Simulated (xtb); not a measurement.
Cl$_{3}$OW, charge +1, singlet, from a rough starting geometry (GFN-xTB shapes and energies of metal compounds can be far from the true ones) (the multiplicity is a formal guess); GFN2-xTB (xtb).

Here is a job for xtb.
```
$ xtb mol.xyz --gfn 2 --chrg 1 --opt vtight --json

# file mol.xyz
5

W      0.13761871    -0.08847317    -0.05373366
O      1.53212596    -0.64738070    -0.72908719
Cl     0.49870092     0.92664045     1.80735330
Cl    -0.76190095     1.43141225    -1.42987625
Cl    -1.29298669    -1.59466403     0.25661342
```

It wrote (shortened):

```
   ID    Z sym.   atoms
    1   74 W      1
    2    8 O      2
    3   17 Cl     3-5

           -------------------------------------------------
          |                Calculation Setup                |
           -------------------------------------------------

           -------------------------------------------------
          |                 G F N 2 - x T B                 |
           -------------------------------------------------

          ...................................................
          :                      SETUP                      :
          :.................................................:
          :  # basis functions                  44          :
          :  # atomic orbitals                  40          :
          :  # shells                           14          :
          :  # electrons                        32          :
          :  max. iterations                   250          :
          :  Hamiltonian                  GFN2-xTB          :
          :  restarted?                      false          :
          :  GBSA solvation                  false          :
          :  PC potential                    false          :
          :  electronic temp.          300.0000000     K    :
          :  accuracy                    1.0000000          :
          :  -> integral cutoff          0.2500000E+02      :
          :  -> integral neglect         0.1000000E-07      :
          :  -> SCF convergence          0.1000000E-05 Eh   :
          :  -> wf. convergence          0.1000000E-03 e    :
          :  Broyden damping             0.4000000          :
          :  net charge                          1          :
          :  unpaired electrons                  0          :
          ...................................................

 iter      E             dE          RMSdq      gap      omega  full diag
   1    -10.3698800 -0.103699E+02  0.294E+01    1.15       0.0  T
   2    -12.2614929 -0.189161E+01  0.322E+01    9.27       1.0  T
   3    -17.4692253 -0.520773E+01  0.203E+01    5.12       1.0  T
   4    -17.6577502 -0.188525E+00  0.194E+01    4.91       1.0  T
   5    -19.1499158 -0.149217E+01  0.125E+01    3.69       1.0  T
   6    -18.6008479  0.549068E+00  0.141E+01    5.42       1.0  T
   7    -19.6441006 -0.104325E+01  0.661E+00    3.85       1.0  T
   8    -19.7657402 -0.121640E+00  0.534E+00    3.62       1.0  T
   9    -19.8835176 -0.117777E+00  0.243E+00    3.45       1.0  T
[...]
 * total energy  :   -19.8573079 Eh     change        0.6171064E-11 Eh
 * total energy  :   -19.8597347 Eh     change       -0.2426792E-02 Eh
 * total energy  :   -19.8614700 Eh     change       -0.1735315E-02 Eh
 * total energy  :   -19.8616733 Eh     change       -0.2033449E-03 Eh
 * total energy  :   -19.8616830 Eh     change       -0.9640667E-05 Eh
 * total energy  :   -19.8617072 Eh     change       -0.2422347E-04 Eh
 * total energy  :   -19.8617051 Eh     change        0.2058308E-05 Eh
 * total energy  :   -19.8617093 Eh     change       -0.4175046E-05 Eh
 * total energy  :   -19.8617090 Eh     change        0.3520016E-06 Eh
 * total energy  :   -19.8617095 Eh     change       -0.5205294E-06 Eh
 * total energy  :   -19.8617095 Eh     change        0.1020800E-07 Eh
 * total energy  :   -19.8617095 Eh     change       -0.1465477E-07 Eh
   *** GEOMETRY OPTIMIZATION CONVERGED AFTER 12 ITERATIONS ***
         :: total energy             -19.861709489129 Eh    ::
[...]

     #   Z          covCN         q      C6AA      α(0)
     1  74 W        3.430     0.795   424.959    45.466
     2   8 O        0.830    -0.300    19.800     5.965
     3  17 Cl       0.868     0.168    94.246    14.852
     4  17 Cl       0.868     0.168    94.246    14.852
     5  17 Cl       0.868     0.168    94.246    14.852

 Mol. C6AA /au·bohr⁶  :       2881.915318
 Mol. C8AA /au·bohr⁸  :     216681.018051
 Mol. α(0) /au        :         95.986522

Wiberg/Mayer (AO) data.
largest (>0.10) Wiberg bond orders for each atom

 ---------------------------------------------------------------------------
     #   Z sym  total        # sym  WBO       # sym  WBO       # sym  WBO
 ---------------------------------------------------------------------------
     1  74 W    7.172 --     2 O    2.278     5 Cl   1.631     4 Cl   1.631
                             3 Cl   1.631
     2   8 O    2.610 --     1 W    2.278     5 Cl   0.111     4 Cl   0.111
                             3 Cl   0.111
     3  17 Cl   1.962 --     1 W    1.631     2 O    0.111     5 Cl   0.110
                             4 Cl   0.110
     4  17 Cl   1.962 --     1 W    1.631     2 O    0.111     5 Cl   0.110
                             3 Cl   0.110
     5  17 Cl   1.962 --     1 W    1.631     2 O    0.111     4 Cl   0.110
                             3 Cl   0.110
 ---------------------------------------------------------------------------

Topologies differ in total number of bonds
Writing topology from bond orders to xtbtopo.mol

molecular dipole:
                 x           y           z       tot (Debye)
 q only:       -1.177       0.541       0.501
   full:       -1.614       0.731       0.701       4.844
molecular quadrupole (traceless):
                xx          xy          yy          xz          yz          zz
 q only:       -3.629       2.906       1.933       3.173      -1.357       1.696
  q+dip:       -5.461       4.379       2.902       4.765      -2.040       2.559
   full:       -5.559       4.458       2.953       4.849      -2.077       2.606

optimized geometry written to: xtbopt.xyz

           -------------------------------------------------
          | TOTAL ENERGY              -19.861709489129 Eh   |
          | GRADIENT NORM               0.000025519427 Eh/α |
          | HOMO-LUMO GAP               3.755297542213 eV   |
           -------------------------------------------------

normal termination of xtb
```
